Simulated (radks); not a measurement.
Spherical quantum dot in the effective-mass picture: electrons in a parabolic well V = omega^2 r^2 / 2 with omega = 3.24, with a point charge +1 (a donor) at the centre, all in effective atomic units (hartree* = m*/eps^2 hartree, bohr* = eps/m* bohr), one dielectric constant everywhere. Calculated with a radial shooting solver with Libxc functionals: non-relativistic Kohn-Sham, PBE, spin-polarised, spherical densities. Levels are named by radial order and angular momentum (1s, 1p, 1d, 2s, ...), and open shells are averaged over m.

N = 18, configuration 1s2 1p6 1d(up 5, down 3) 2s2. This is the lowest configuration that the search found. Occupied and some empty levels:

| level | occupation | eigenvalue (hartree*) | <r> (bohr*) |
|---|---|---|---|
| 1s up | 1 | 19.645 | 0.7211 |
| 1s down | 1 | 19.685 | 0.7169 |
| 1p up | 3 | 22.052 | 0.9936 |
| 1p down | 3 | 22.116 | 0.9921 |
| 2s up | 1 | 24.177 | 1.030 |
| 2s down | 1 | 24.224 | 1.033 |
| 1d up | 5 | 24.355 | 1.166 |
| 1d down | 3 | 24.425 | 1.167 |
| 1f up | 0 | 26.763 | 1.303 |
| 1f down | 0 | 26.832 | 1.304 |
| 2p up | 0 | 27.057 | 1.184 |
| 2p down | 0 | 27.101 | 1.185 |
| 1g up | 0 | 29.282 | 1.420 |
| 1g down | 0 | 29.345 | 1.422 |

Energy (hartree*): total 281.506, kinetic 64.205, external 94.337, Hartree 138.54, exchange-correlation -15.576.
